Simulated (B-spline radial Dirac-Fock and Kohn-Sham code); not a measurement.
## Bi⁺ in Watson spheres of different radius

Method: ΔSCF Dirac-Fock with Breit, self-energy and vacuum polarisation, finite nucleus, configuration average. Computed with a radial atomic solver. The ion, [Xe] 4f14 5d10 6s2 6p2, sits in a hollow sphere of charge Q = -1, a simple model of the Madelung potential. Inside the sphere an electron's potential energy is raised by the constant 14.40·|Q|/R eV, so binding energies fall by about that much as long as the orbitals stay inside.

| radius (Å) | 14.40 |Q|/R (eV) | 1s (eV) | 2s (eV) | 2p1/2 (eV) | 2p3/2 (eV) | 3s (eV) | 3p1/2 (eV) | 3p3/2 (eV) | 3d3/2 (eV) | 3d5/2 (eV) | 4s (eV) | 4p1/2 (eV) | 4p3/2 (eV) | 4d3/2 (eV) | 4d5/2 (eV) | 4f5/2 (eV) | 4f7/2 (eV) | 5s (eV) | 5p1/2 (eV) | 5p3/2 (eV) | 5d3/2 (eV) | 5d5/2 (eV) | 6s (eV) | 6p (eV) |
| --- | --- | --- | --- | --- | --- | --- | --- | --- | --- | --- | --- | --- | --- | --- | --- | --- | --- | --- | --- | --- | --- | --- | --- | --- |
| 2.2 | 6.55 | 90532.4 | 16404.3 | 15722.2 | 13429.2 | 4017.5 | 3712.4 | 3193.8 | 2699.8 | 2591.6 | 956.5 | 823.5 | 694.8 | 478.6 | 454.6 | 171.7 | 166.4 | 178.5 | 130.6 | 106.1 | 36.75 | 33.77 | 18.91 | 8.44 |
| 2.7 | 5.33 | 90533.5 | 16405.4 | 15723.3 | 13430.3 | 4018.6 | 3713.5 | 3194.9 | 2700.9 | 2592.7 | 957.6 | 824.6 | 695.9 | 479.7 | 455.7 | 172.8 | 167.5 | 179.6 | 131.7 | 107.2 | 37.84 | 34.86 | 20.02 | 9.52 |

From the smallest to the largest radius 1s moves by +1.1 eV, while the constant potential alone would give +1.2 eV; the difference comes from charge outside the sphere and its screening.
